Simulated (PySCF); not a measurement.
Computed structure and properties of [Eu(OH)3]−

System: [Eu(OH)3]− (singlet in the valence; each metal's 4f electrons, 7 of them, lie in its core potential, out of spins and levels); start: template (C3v). Method: PySCF 2.14.0, RKS PBE0, Eu lcecp-0-SVP with ECP53, O def2-SVP, H def2-SVP; non-relativistic Hamiltonian with scalar-relativistic core potentials where named; density fitting; no spin-orbit coupling.

Input of the relaxation:

```python
mol = gto.M(atom='''
Eu    -0.00000    -0.00000    -0.00519
O      2.32762    -0.00002    -0.00519
H      3.22761    -0.00003     0.34481
O     -1.16379     2.01579    -0.00519
H     -1.61378     2.79521     0.34481
O     -1.16383    -2.01577    -0.00519
H     -1.61383    -2.79518     0.34481''',
    basis={'Eu': 'lcecp-0-SVP', 'O': 'def2-SVP', 'H': 'def2-SVP'},
    ecp={'Eu': 'lcecp-0-SVP'},
    charge=-1, spin=0)
mf = dft.RKS(mol, xc='PBE0')
mf.grids.atom_grid = (50, 194)  # f atoms: unpruned, at least (60, 302)
mf = mf.density_fit()  # fitting sets: Eu AutoAux, O def2-universal-JKFIT, H def2-universal-JKFIT
mf.conv_tol = 1e-08; mf.max_cycle = 55
mf.kernel(dm0)  # dm0: converged density of the start geometry
# quasi-Newton relaxation in Cartesian coordinates to a largest gradient under 0.00045 Eh/bohr, steps kept in the point group
```

Run from Python with OMP_NUM_THREADS=2; the lines above give its settings. Where DIIS fails, smearing, a level shift and second-order steps follow.
It took 39 s on 2 threads of Arm Neoverse V1 (shared host), from the converged density of the start.

Course of the relaxation:

| step | energy above end (eV) | largest force component within the symmetry (eV/Å) |
| --- | --- | --- |
| 0 | 0.1133 | 0.299 |
| 1 | 0.0702 | 0.383 |
| 2 | 0.0427 | 0.262 |
| 3 | 0.0337 | 0.108 |
| 4 | 0.0266 | 0.099 |
| 5 | 0.0195 | 0.275 |
| 6 | 0.0139 | 0.280 |
| 7 | 0.0066 | 0.078 |
| 8 | 0.0054 | 0.386 |
| 9 | 0.0015 | 0.019 |
| 10 | 0.0006 | 0.026 |
| 11 | 0.0002 | 0.090 |
| 12 | 0.0000 | 0.011 |
| 13 | 0.0000 | 0.003 |

Relaxed geometry (D3h):

```xyz
7

Eu    0.0000    0.0000    0.1409
O     2.2670    0.0000    0.1433
H     3.2258    0.0000    0.1476
O    -1.1335    1.9633    0.1433
H    -1.6129    2.7936    0.1476
O    -1.1335   -1.9633    0.1433
H    -1.6129   -2.7936    0.1476
```

```tsv
contact	Å
Eu1–O2 (OH)	2.267
Eu1–O4 (OH)	2.267
Eu1–O6 (OH)	2.267
```

On the finer grid (75, 302):

```yaml
HOMO: not given (4f levels lie in the core)
LUMO: not given (4f levels lie in the core)
Dipole_about_the_centre_of_mass: 0.00 D
Set_of_Mulliken_populations_of_Eu1_outside_the_core_potential: s 2.12, p 6.31, d 0.98, f 0.04
D3_BJ_dispersion_energy_not_in_the_energies: -0.076 eV
```

```
atom  Mulliken (e)  Löwdin (e)  spin (e)
 Eu1          0.55        0.33      0.00
  O2         -0.63       -0.46      0.00
  H3          0.11        0.02      0.00
  O4         -0.63       -0.46      0.00
  H5          0.11        0.02      0.00
  O6         -0.63       -0.46      0.00
  H7          0.11        0.02      0.00
```

The 4f levels lie in the core potential and are missing. Their spin isn't counted.

On the grid (50, 194), as all that follows. Harmonic modes: a minimum; lowest 71 cm⁻¹ (negative: unstable), highest 3946 cm⁻¹, zero-point energy 0.930 eV.

Taking off one OH (charge -1, singlet; the rest: singlet) in vacuum, both parts rigid, costs 4.73 eV; the small basis without counterpoise inflates it.

Rigid scan of OH along the line from its metal:

```csv
distance to O2 (Å),energy (eV)
1.97,0.727
2.07,0.277
2.17,0.060
2.27,0.000
2.37,0.045
2.47,0.156
2.67,0.484
2.97,1.046
3.37,1.729
3.87,2.410
```

One start shape was tried, so this needn't be the lowest isomer.

An lcecp potential fixes the number of 4f electrons, so in runs with it no electron can move into or out of that shell.
